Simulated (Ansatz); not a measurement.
Input file for Ansatz (a program for electronic structure): U-wB97M-V/def2-TZVPP on F2Ti (SMILES [F][Ti][F]), 2S+1 = 3, a spin state set in the input, which need not be the lowest.

Ansatz 0.2 input:
```yaml
crystal:
  periodic: [false, false, false]
  atoms:
    - {symbol: Ti, position_ang: [0.38450336, 0.08155456, -0.02322214]}
    - {symbol: F, position_ang: [-0.41725892, 1.24107264, -1.14713722]}
    - {symbol: F, position_ang: [-0.00041316, -1.27515560, 1.10003973]}
basis:
  gaussian:
    orbitals: def2-TZVPP
hamiltonian:
  xc: {name: wB97M-V}
magnetization: {spin_polarized: true, initial_magnetization: 2}
```

The head of its log:

```
WARN ansatz: RAYON_NUM_THREADS=1 ignored (pool sized by the plan → 1); use --threads N
Functional definition: wB97M-V
integrals: 0.06 GiB planned
776 factors; their error is unknown
integrals: 0.09 GiB planned
136 factors; integrals over basis functions are off by at most 4.7e-5 eV
mean field: 0.78 GiB planned
mean field evaluation 1: about -28546.0161 eV, gradient 3.7e1 eV
mean field evaluation 2: about -28536.7926 eV, gradient 7.3e1 eV
```

Problem. Give the final energy of this run.

Solution. -1049.2385 hartree.
